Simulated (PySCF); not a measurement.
A geometry optimisation, step by step.

C₂H₈Si₂.
SMILES with atom numbers: `[CH2:1]1[SiH2:2][CH2:3][SiH2:4]1` (hydrogens: H5, H6 on C1; H7, H8 on Si2; H9, H10 on C3; H11, H12 on Si4)

Computed by this run: PBE0-D3(BJ)/def2-SVP geometry optimisation, gas phase (PySCF 2.14.0); density fitting, grid level 1; the optimiser is geomeTRIC in internal coordinates, started from a GFN2-xTB structure with every atom displaced at random (about 0.01 Å). The frame can shift and turn from step to step; on so coarse a grid that alone can change the energy by a few meV, and forces under 0.02 eV/Å are noise.

Step 0: E = -17943.9397 eV, largest atomic force 1.381 eV/Å
```
atom  x, y, z in Å  |  force x, y, z in eV/Å
C1      0.277    0.350    1.250   -0.146   0.981  -0.571
Si2     1.340   -0.268   -0.202   -1.333   0.288  -0.004
C3     -0.277   -0.379   -1.258    0.615  -0.036   0.715
Si4    -1.312    0.266    0.191    0.683  -0.473   0.100
H5      0.501    1.371    1.577    0.156   0.233   0.095
H6      0.257   -0.253    2.127    0.035  -0.828   1.105
H7      2.339    0.702   -0.693    0.197   0.263  -0.133
H8      2.020   -1.543    0.047    0.214  -0.512   0.057
H9     -0.265    0.260   -2.116   -0.032   0.623  -1.038
H10    -0.504   -1.383   -1.578   -0.256  -0.749  -0.324
H11    -2.008    1.548   -0.050   -0.052   0.336  -0.055
H12    -2.327   -0.698    0.695   -0.082  -0.127   0.054
```

Step 1: E = -17944.0605 eV, largest atomic force 0.438 eV/Å
```
atom  x, y, z in Å  |  force x, y, z in eV/Å
C1      0.111    0.433    1.243   -0.079  -0.239   0.099
Si2     1.249   -0.158   -0.158    0.314  -0.156  -0.180
C3     -0.192   -0.413   -1.385    0.060   0.024   0.027
Si4    -1.331    0.139    0.030   -0.310   0.300   0.073
H5      0.258    1.478    1.558   -0.022   0.000  -0.083
H6      0.091   -0.192    2.157    0.048   0.069  -0.228
H7      2.235    0.873   -0.608    0.021   0.001   0.010
H8      1.971   -1.438    0.130    0.022   0.049   0.058
H9     -0.176    0.245   -2.273   -0.025  -0.052   0.170
H10    -0.349   -1.449   -1.731    0.065   0.089   0.069
H11    -2.078    1.404   -0.263   -0.060  -0.053  -0.022
H12    -2.288   -0.913    0.484   -0.035  -0.032   0.006
```

Step 2: E = -17944.0797 eV, largest atomic force 0.093 eV/Å
```
atom  x, y, z in Å  |  force x, y, z in eV/Å
C1      0.111    0.422    1.228   -0.049  -0.042   0.032
Si2     1.268   -0.163   -0.165   -0.019  -0.041  -0.068
C3     -0.192   -0.407   -1.370    0.026   0.001   0.024
Si4    -1.352    0.150    0.033    0.027   0.079   0.041
H5      0.258    1.467    1.540    0.003   0.021   0.005
H6      0.099   -0.206    2.133    0.019   0.004  -0.015
H7      2.254    0.870   -0.611    0.007  -0.010   0.006
H8      1.995   -1.435    0.141    0.015   0.022   0.017
H9     -0.180    0.250   -2.252   -0.008  -0.002  -0.009
H10    -0.344   -1.442   -1.712    0.010  -0.006  -0.020
H11    -2.107    1.407   -0.268   -0.024  -0.033  -0.006
H12    -2.310   -0.906    0.485   -0.008   0.007  -0.007
```

Step 3: E = -17944.0805 eV, largest atomic force 0.041 eV/Å
```
atom  x, y, z in Å  |  force x, y, z in eV/Å
C1      0.112    0.421    1.229   -0.022   0.007   0.002
Si2     1.268   -0.165   -0.168   -0.023  -0.011  -0.022
C3     -0.193   -0.407   -1.369    0.006  -0.002   0.016
Si4    -1.352    0.154    0.035    0.034   0.015   0.018
H5      0.260    1.465    1.542    0.006  -0.001   0.003
H6      0.104   -0.208    2.131    0.006  -0.005   0.002
H7      2.256    0.868   -0.612    0.006  -0.003   0.002
H8      1.999   -1.432    0.144    0.009   0.005   0.006
H9     -0.183    0.251   -2.252    0.000   0.001  -0.008
H10    -0.344   -1.441   -1.713   -0.002  -0.001  -0.011
H11    -2.113    1.406   -0.268   -0.012  -0.009  -0.004
H12    -2.312   -0.902    0.485   -0.006   0.002  -0.003
```

Step 4: E = -17944.0807 eV, largest atomic force under 0.02 eV/Å
```
atom  x, y, z in Å  |  force x, y, z in eV/Å
C1      0.113    0.420    1.229   -0.005   0.013  -0.006
Si2     1.268   -0.165   -0.170   -0.004   0.001   0.001
C3     -0.194   -0.406   -1.369   -0.002  -0.005   0.005
Si4    -1.352    0.155    0.038    0.009  -0.006   0.001
H5      0.263    1.465    1.543    0.004  -0.004   0.002
H6      0.107   -0.210    2.131   -0.001  -0.004   0.001
H7      2.256    0.866   -0.614    0.001   0.000  -0.001
H8      2.001   -1.431    0.145    0.002   0.000  -0.001
H9     -0.185    0.252   -2.252    0.003   0.002   0.000
H10    -0.346   -1.440   -1.715   -0.004   0.002  -0.004
H11    -2.117    1.404   -0.268   -0.003   0.000   0.000
H12    -2.312   -0.901    0.486    0.000   0.000   0.001
```

**Question.** Summarise the path.

**Answer.** The energy falls by 0.1410 eV from step 0 to step 4; nine tenths of that is first reached at step 2. It falls at every step. The largest force goes from 1.381 to under 0.02 eV/Å. Among the bonds C1–H6 changes most, from 1.065 to 1.100 Å; the atoms move by 0.054 Å rms after alignment.

What follows is the cost of the whole optimisation. The run took 20 s on one thread of an Arm Neoverse V1, shared host with 32 logical CPUs at a one-minute load of 22, and the process peaked at 0.44 GiB of memory.
